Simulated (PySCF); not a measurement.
C2H6N2Si, SMILES C#C[SiH](N)N.

Coordinates come from a r2SCAN-D4/def2-SVP optimisation. The structure was generated by enumeration, and PubChem lists no compound with its InChIKey, so it may never have been made. Other conformers were not sampled.

All values below come from PySCF with CAM-B3LYP/def2-TZVP.

Gas-phase values at a fixed geometry.

```json
{
 "total_energy": "-478.82877 hartree",
 "highest_occupied_level": "-8.87 eV",
 "lowest_empty_level": "1.15 eV",
 "orbital_gap": "10.02 eV",
 "dipole_moment": "0.44 D",
 "quadrupole, principal values (traceless, Buckingham form, about the centre of nuclear charge)": "-7.29, 2.76, 4.53 D·Å",
 "mean_static_polarisability": "60.0 bohr³ (8.88 Å³)",
 "polarisability_principal_values": "48.7, 53.2, 78.0 bohr³"
}
```
